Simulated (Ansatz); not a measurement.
One change: `OBOCF` becomes `OCF`.

Ansatz, PBE0-D4/def2-TZVP geometries, multiplicity 1. Each molecule was computed in one conformer, which needn't be the lowest.

```tsv
property	`OBOCF`
zero-point energy (PBE0-D4/def2-TZVP) / kJ/mol	168.7
ideal-gas entropy at 298 K and 1 bar (rigid rotor, harmonic PBE0-D4/def2-TZVP) / J/(mol·K)	314
HOMO–LUMO gap (B3LYP/def2-TZVPP) / eV	9.42
LUMO energy (PBE/def2-TZVPP) / eV	-0.47
size of the dipole moment (PBE/def2-TZVPP) / D	1.64
HOMO energy (PBE/def2-TZVPP) / eV	-7.71
```

Problem. What does the change do to each property? (Best estimate.)

Solution. Computed: 
| property | `OCF` | shift |
| --- | --- | --- |
| zero-point energy (PBE0-D4/def2-TZVP) / kJ/mol | 118.9 | -49.8 |
| ideal-gas entropy at 298 K and 1 bar (rigid rotor, harmonic PBE0-D4/def2-TZVP) / J/(mol·K) | 257 | -57 |
| HOMO–LUMO gap (B3LYP/def2-TZVPP) / eV | 9.45 | 0.03 |
| LUMO energy (PBE/def2-TZVPP) / eV | 0.09 | 0.56 |
| size of the dipole moment (PBE/def2-TZVPP) / D | 1.72 | 0.08 |
| HOMO energy (PBE/def2-TZVPP) / eV | -7.37 | 0.34 |

With PBE0 the HOMO rises by 0.27 eV and the LUMO rises by 0.46 eV, so the gap widens by about 0.19 eV. PBE moves the HOMO by 0.34 eV and ωB97M-V by 0.24 eV. The zero-point energy changes by -49.8 kJ/mol with -9 modes. Dipoles are sizes alone; their direction can turn.

B3LYP here is the variant with VWN-RPA as its local correlation; programs differ in this.
